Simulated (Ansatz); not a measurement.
Ideal-gas functions of ClFH$_{2}$OSiSn, SMILES `F[Si@H]1[O][Sn@H]1[Cl]` at 600 K and 1 bar, from an Ansatz frequency run at PBE0-D4/def2-TZVP.

Molar mass 219.26 g/mol, point group C1 (symmetry number 1), electronic degeneracy 1, moments of inertia 170.627, 441.316, 542.563 u Å². Harmonic wavenumbers (cm⁻¹, unscaled): 65, 113, 148, 259, 328, 356, 379, 491, 575, 697, 835, 871, 1073, 1918, 2267.

Use S(trans) = R[1.5 ln M + 2.5 ln T − 1.1517]; rotational temperatures θ = 24.2544 K / I; S(rot) = R[ln(√π/σ · √(T³/θAθBθC)) + 1.5]; for each mode x = 1.438777 ν̃/T, S = R[x/(eˣ − 1) − ln(1 − e⁻ˣ)] and H = RT x/(eˣ − 1); 1 cm⁻¹ = 0.0119627 kJ/mol; R = 8.31446 J/(mol·K).

Q: By hand: the entropy, in J/(mol·K).

A: Translation 190.6. Rotation: θ = 0.1421, 0.055, 0.0447 K, giving 130.1. Vibration, mode by mode: 23.78, 19.20, 16.97, 12.41, 10.52, 9.88, 9.39, 7.42, 6.27, 4.95, 3.80, 3.55, 2.43, 0.47, 0.23, in all 131.3. Electronic 0.0. Sum 452.0 J/(mol·K).

Q: By hand: H − E and G − E in kJ/mol, counted from the electronic energy.

A: Zero-point energy ½ × 10375 × 0.0119627 = 62.1; thermal vibration 37.5; translation, rotation and pV give 4 RT = 20.0. H − E = 119.6 kJ/mol, and G − E = 119.6 − 600 × 452.0/1000 = -151.6 kJ/mol.

Vibration gives 29 % of the entropy, 59.9 J/(mol·K) of it from the modes under 150 cm⁻¹: soft modes count most, and the harmonic formula is weakest for them. The sum counts one conformer and one mirror image; others add a mixing term.
